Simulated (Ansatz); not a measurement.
Computed with Ansatz on PBE0-D4/def2-TZVP structures; ΔE is electronic, products minus reactants. CCSD(T)/CBS adds triple-zeta CCSD(T) − MP2 to the extrapolated MP2 energy (def2 sets, frozen cores). DFT in def2-TZVPP. Elements past krypton have def2 core potentials. For Sn outer-core shells are correlated without core-valence functions, which leaves a few kJ/mol of doubt a bond. Each species was taken in one conformer, which may not be the lowest.

`[NH2][Sn][Cl]` + `CC(C)[O][AlH][Cl]` → `CC(C)[O][Sn][Cl]` + `[NH2][AlH][Cl]`  (redistribution)

Question: Is it downhill or uphill in electronic energy at CCSD(T)/CBS, and by how much? (Best estimate.)

Answer: Ansatz gave: Uphill: ΔE = +14.1 kJ/mol.

Question: What do these levels give: r2SCAN-D4, PBE0-D4, ωB97X-V, ωB97M-V, PBE, r2SCAN, PBE0, SCS-MP2/def2-TZVPP, CCSD(T)/def2-TZVPP, HF/def2-QZVPP, MP2/def2-QZVPP, SCS-MP2/def2-QZVPP? (An estimate is asked.)

Answer: Computed: r2SCAN-D4 16.9, PBE0-D4 16.3, ωB97X-V 17.2, ωB97M-V 18.1, PBE 15.8, r2SCAN 17.9, PBE0 20.3, SCS-MP2/def2-TZVPP 18.3, CCSD(T)/def2-TZVPP 17.7, HF/def2-QZVPP 30.1, MP2/def2-QZVPP 14.0, SCS-MP2/def2-QZVPP 16.3 kJ/mol.

Largest T1 diagnostic among the species: 0.016.

In def2-TZVPP, CCSD(T) changes the Hartree–Fock value by −13.0 kJ/mol (the triples alone add −3.0 kJ/mol) and MP2 by −14.4 kJ/mol. The D4 term adds −7.1 kJ/mol with B3LYP and −4.0 kJ/mol with PBE0; it sums over pairs of atoms, weighted by their polarisabilities, and B3LYP, whose exchange is more repulsive, gets the larger term. From PBE to PBE0 (25 % exact exchange), in def2-TZVPP and without D4, ΔE moves by +4.5 kJ/mol.

B3LYP here is the variant with VWN-RPA as its local correlation; programs differ in this.
